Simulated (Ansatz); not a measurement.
MgI2⁺. The state is a doublet with charge 1. Geometry r2SCAN-D4/def2-TZVP; atoms count from 1.

```xyz
3

Mg   -0.001    0.000   -0.001
I    -1.530    1.946    0.783
I     1.531   -1.946   -0.782
```

In the def2 sets I takes a core potential; there is no spin–orbit coupling.

Q: Estimate the Mulliken populations from the PBE0/def2-TZVP orbitals of Ansatz.

A: 
```tsv
atom	charge (e)	spin (α − β)
Mg1	0.87	-0.03
I2	0.07	0.52
I3	0.07	0.52
```
Mulliken values and Mayer orders depend strongly on the basis.

Q: Where does the spin sit?

A: Summed by element: Mg -0.03, I 1.03, of 1 unpaired in all. Largest on single atoms: I2 0.52, I3 0.52, Mg1 -0.03.

Q: And the Mayer bond orders between bonded heavy atoms (over 0.3)?

A: Mg1–I2 0.89 (2.60 Å); Mg1–I3 0.89 (2.60 Å). Values over 0.3 also appear between atoms too far apart for a bond (I2–I3 0.46 at 5.19 Å); they arise where an orbital or an unpaired electron spreads over both atoms.
